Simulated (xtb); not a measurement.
C2HF3O2, triplet, at a GFN2-xTB geometry (a higher spin typed on purpose: for a closed-shell molecule this is an excited state); GFN-FF in xtb.

The xtb input:
```
$ xtb mol.xyz --gfnff --uhf 2 --json

# file mol.xyz
8

O      1.65790534    -0.88270612    -0.07220064
C      0.98936800     0.25369855    -0.36291891
O      1.22640711     1.42611907     0.05638304
C     -0.59071777    -0.06640763    -0.02476285
F     -0.78362860    -0.22649549     1.28232619
F     -1.35925859     0.90600159    -0.46203374
F     -0.91655170    -1.18974048    -0.63825805
H      2.06854888    -0.87893974     0.81432182
```

**Question.** Write the output that xtb gives for this input, abridged.

**Answer.** 
```
   ID    Z sym.   atoms
    1    8 O      1, 3
    2    6 C      2, 4
    3    9 F      5-7
    4    1 H      8

           -------------------------------------------------
          |                Calculation Setup                |
           -------------------------------------------------

          ==================== Thresholds ====================
          CN  :   150.00000
          rep :   500.00000
          disp:  2500.00000
          HB1 :   250.00000
          HB2 :   450.00000

          Pauling EN used:
          Z : 1  EN :  2.20
          Z : 6  EN :  2.55
          Z : 8  EN :  3.44
          Z : 9  EN :  3.98
          electric field strengths (au): 0.000

           -------------------------------------------------
          |           Force Field Initialization            |
           -------------------------------------------------

          distances ...
          ----------------------------------------
          generating topology and atomic info file ...
          pair mat ...
          computing topology distances matrix with Floyd-Warshall algo ...
          making topology EEQ charges ...
          #fragments for EEQ constrain: 1
          ----------------------------------------
          generating topology and atomic info file ...
          pair mat ...
          computing topology distances matrix with Floyd-Warshall algo ...
          making topology EEQ charges ...
          #fragments for EEQ constrain: 1
          rings ...
          # BATM   22
          # H in HB   1
          doing iterative Hueckel for 1 subsystem(s) ...

  atom   neighbors  erfCN metchar sp-hybrid imet pi  qest     coordinates
    1  O       2    1.92   0.00         3    0    1  -0.344    3.132987   -1.668073   -0.136439
    2  C       3    2.77   0.00         2    0    1   0.283    1.869635    0.479421   -0.685817
    3  O       1    0.98   0.00         2    0    1  -0.258    2.317574    2.694974    0.106549
    4  C       4    3.48   0.00         3    0    0   0.250   -1.116295   -0.125492   -0.046795
    5  F       1    0.98   0.00         0    0    0  -0.092   -1.480843   -0.428014    2.423245
    6  F       1    0.98   0.00         0    0    0  -0.092   -2.568626    1.712095   -0.873117
    7  F       1    0.98   0.00         0    0    0  -0.092   -1.732032   -2.248284   -1.206133
    8  H       1    0.97   0.01         0    0    0   0.345    3.908991   -1.660955    1.538845

          #atoms :   8
          #bonds :   7
          #angl  :   10
          #tors  :   9
          #nmol  :   1
          #optfrag :   1
           -------------------------------------------------
          |                   G F N - F F                   |
          |          A general generic force-field          |
          |                  Version 1.0.3                  |
           -------------------------------------------------
          Number of HB bonds (bound hydrogen)     36
          Number of HB bonds (unbound hydrogen)   24
          Number of XB bonds                      0

         :::::::::::::::::::::::::::::::::::::::::::::::::::::
         ::                     SUMMARY                     ::
         :::::::::::::::::::::::::::::::::::::::::::::::::::::
         :: total energy              -1.088393651646 Eh    ::
         :: gradient norm              0.162482545377 Eh/a0 ::
         ::.................................................::
         :: bond energy               -1.067831221172 Eh    ::
         :: angle energy               0.007181573639 Eh    ::
         :: torsion energy             0.042952562943 Eh    ::
         :: repulsion energy           0.073602372212 Eh    ::
         :: electrostat energy        -0.139769621710 Eh    ::
         :: dispersion energy         -0.002773858301 Eh    ::
         :: HB energy                 -0.000000000354 Eh    ::
         :: XB energy                  0.000000000000 Eh    ::
         :: bonded atm energy         -0.001755458901 Eh    ::
         :: external energy            0.000000000000 Eh    ::
         :: add. restraining           0.000000000000 Eh    ::
         :: total charge              -0.000000000000 e     ::
         :::::::::::::::::::::::::::::::::::::::::::::::::::::

           -------------------------------------------------
          |                Property Printout                |
           -------------------------------------------------

molecular dipole:
                 x           y           z       tot (Debye)
 q only:        0.647      -0.587       0.259       2.316

           -------------------------------------------------
          | TOTAL ENERGY               -1.088393651646 Eh   |
          | GRADIENT NORM               0.162482545377 Eh/α |
           -------------------------------------------------
########################################################################
[WARNING] Runtime exception occurred
-1- gfnff_setup: Could not read topology file.
########################################################################

normal termination of xtb
```
